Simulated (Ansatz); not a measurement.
Start from `[F][Hf]([F])([F])[Cl]` and change one atom or group to get `O=C=[N][Hf]([F])([F])[F]`.

Ansatz, PBE0-D4/def2-TZVP geometries, multiplicity 1. Each molecule was computed in one conformer, which needn't be the lowest.

Elements past krypton have def2 core potentials.

```
                                      property  `[F][Hf]([F])([F])[Cl]`
         LUMO energy (ωB97M-V/def2-TZVPP) / eV                     0.43
zero-point energy (PBE0-D4/def2-TZVP) / kJ/mol                     18.7
            HOMO energy (PBE0/def2-TZVPP) / eV                   -10.03
         HOMO–LUMO gap (B3LYP/def2-TZVPP) / eV                     8.41
           HOMO–LUMO gap (PBE/def2-TZVPP) / eV                     6.59
         HOMO energy (ωB97M-V/def2-TZVPP) / eV                   -12.30
```

(1) What does the change do to each property? (Estimate.)

Results:

(1) Computed: 
| property | `O=C=[N][Hf]([F])([F])[F]` | shift |
| --- | --- | --- |
| LUMO energy (ωB97M-V/def2-TZVPP) / eV | 0.36 | -0.07 |
| zero-point energy (PBE0-D4/def2-TZVP) / kJ/mol | 50.7 | 32.0 |
| HOMO energy (PBE0/def2-TZVPP) / eV | -9.39 | 0.64 |
| HOMO–LUMO gap (B3LYP/def2-TZVPP) / eV | 7.62 | -0.79 |
| HOMO–LUMO gap (PBE/def2-TZVPP) / eV | 5.83 | -0.76 |
| HOMO energy (ωB97M-V/def2-TZVPP) / eV | -11.62 | 0.68 |

With PBE0 the HOMO rises by 0.64 eV and the LUMO falls by 0.19 eV, so the gap narrows by about 0.83 eV. PBE moves the HOMO by 0.60 eV and ωB97M-V by 0.68 eV. The zero-point energy changes by 32.0 kJ/mol with +6 modes.

B3LYP here is the variant with VWN-RPA as its local correlation; programs differ in this.
